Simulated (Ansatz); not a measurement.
System: sum formula SiN₃H₇, charge 0, multiplicity 1. 
Geometry from a B3LYP-D3(BJ)/def2-TZVP (Ansatz, an electronic-structure program) optimisation:
```xyz
11

N      0.0297     1.5786    -0.5506
Si    -0.1744     0.0871     0.2807
N     -0.8936    -0.9443    -0.8847
N      1.1470    -0.8289     0.8907
H      0.1251     2.4404    -0.0379
H      0.4957     1.6246    -1.4433
H     -0.9302     0.4669     1.5010
H     -0.9917    -1.9298    -0.7033
H     -1.6101    -0.5974    -1.5010
H      1.5436    -0.6160     1.7918
H      1.8278    -1.2457     0.2750
```

Basis-set convergence of Hartree-Fock and CCSD correlation energies (hartree) with Ansatz. Correlated levels leave the core frozen unless marked. No spin-orbit coupling. No relativistic terms.

| basis | functions | E(HF) | E(corr, CCSD) |
|---|---|---|---|
| cc-pV(D+d)Z | 100 | -456.46468 | -0.65898 |
| cc-pV(T+d)Z | 227 | -456.54910 | -0.80671 |
| cc-pV(Q+d)Z | 439 | -456.56734 | -0.85422 |

Extrapolating the two largest sets (X = 3 and 4) as X^-3: E(corr) = (64·(-0.85422) - 27·(-0.80671))/37 = -0.8889 Eh, an estimate of the basis-set limit. The largest set recovers 96.1 % of it, the smallest 74.1 %.
